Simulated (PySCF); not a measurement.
**Trend along group 12: MC molecules**

PBE0 with double-zeta basis sets in PySCF, for the lowest determinant that a PBE0 search found; no spin–orbit coupling. De refers to high-spin ground-configuration atoms. A positive dipole means M(−)C(+).

| M | basis | state (unpaired electrons) | Re (Å) | ωe (cm⁻¹) | De (eV) | μ (D) |
| --- | --- | --- | --- | --- | --- | --- |
| Zn | x2c-SVPall | triplet (π ↑↑) | 1.981 | 476 | 1.17 | -2.89 |
| Cd | def2-SVP | triplet (π ↑↑) | 2.181 | 403 | 1.00 | -2.99 |
| Hg | def2-SVP | triplet (π ↑↑) | 2.189 | 353 | 0.69 | -2.55 |

The shortest bond is that of ZnC (1.981 Å), the longest that of HgC (2.189 Å).

The rows differ in basis set, which adds steps of its own.

Down a group the atoms grow and get heavier, so bonds lengthen and wavenumbers fall; this series shows no clear exception.

Spin–orbit coupling is left out, which matters for elements this heavy, above all for dissociation energies. States were picked by a PBE0 search and need not be the measured ground states.
